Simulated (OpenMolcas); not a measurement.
# Mn2+: ligand-field states by method

Mn2+ with 3 ligands (fluoride) in trigonal planar coordination (D3h) at 1.95 Å. A charge of +0.333 e stands 2.8 Å behind each ligand. Ligand basis ANO-RCC-VDZP.
```
Mn    0.0000    0.0000    0.0000
F     1.9500    0.0000    0.0000
F    -0.9750    1.6887    0.0000
F    -0.9750   -1.6887    0.0000
```

| Item | Value |
| --- | --- |
| Program | OpenMolcas |
| Basis | ANO-RCC-VTZP [6s5p3d2f1g] |
| Scalar Hamiltonian | DKH2, point nucleus |
| Active space | 5 electrons in 5 orbitals (3d) |
| State averaging | 2S+1 = 6 even, 1 root; 2S+1 = 4 even, 24 roots; 2S+1 = 2 even, 75 roots |
| Spin-orbit coupling | RASSI with atomic mean-field integrals over the reference wave functions |

I. CASSCF
II. SS-CASPT2, IPEA 0.25 Eh, imaginary shift 0.1 Eh (closed shells correlated: 3s 3p and the ligand valence shells)
III. SS-CASPT2, IPEA 0.5 Eh, imaginary shift 0.1 Eh (closed shells correlated: 3s 3p and the ligand valence shells)

Spin-free states (labels of D3, the rotations of D3h) in cm-1, each column counted from its own energy of the first state listed:

```csv
State,Degeneracy,I,II,III
6A1,1,0,0,0
4A2,1,28562,22460,22510
4A1,1,28769,22580,22650
4E,2,28952,21990,22000
4E,2,30036,24180,24120
4A1,1,30796,25100,25490
4E,2,31109,25420,25580
4E,2,32071,24800,24690
4A2,1,36043,28330,28750
4E,2,36458,27980,28300
4A1,1,38045,30780,31330
4E,2,40780,33820,33810
2A1,1,42582,34940,35270
2A2,1,42592,34940,35260
2E,2,42650,35360,35330
2A1,1,42776,34520,34940
2E,2,42784,34550,34790
2E,2,42994,34670,35140
2E,2,43959,35800,36170
2A2,1,44233,36320,36450
```

From I to II, I's first state of another spin (4A2) moves from 28562 to 22460 cm-1, by about -6100 cm-1. In II another state of that kind comes below it.

χT at 300 K: I 4.39, II 4.39, III 4.39 cm3 K/mol.

Roots that are degenerate in the reference are averaged as groups; the widest CASPT2 spread within a group is 95 cm-1 (the 2-fold group of multiplicity 2 near 61100 cm-1 above the lowest state of its run, III). Shifts and gaps below about the spread of the groups concerned are not significant. Ligand-to-metal charge-transfer states are missing. With no ligand orbital active B as a rule stays too high, so bands that hang on it stand too high and its fall with covalency is understated. Without dynamic correlation the repulsion within the d shell is too large (B by tens of per cent), so at a given field states of lower spin stand too high (holds for I). With metal d orbitals alone and no dynamic correlation the field as a rule comes out too small, by tens of per cent, by up to half for chloride and softer ligands (holds for I). Free-ion shares, where given, are those of the reference states; single-state CASPT2 does not remix them (holds for II; III). No measured value stands beside these numbers; the geometry was imposed, not optimised, and the real ion may take another.
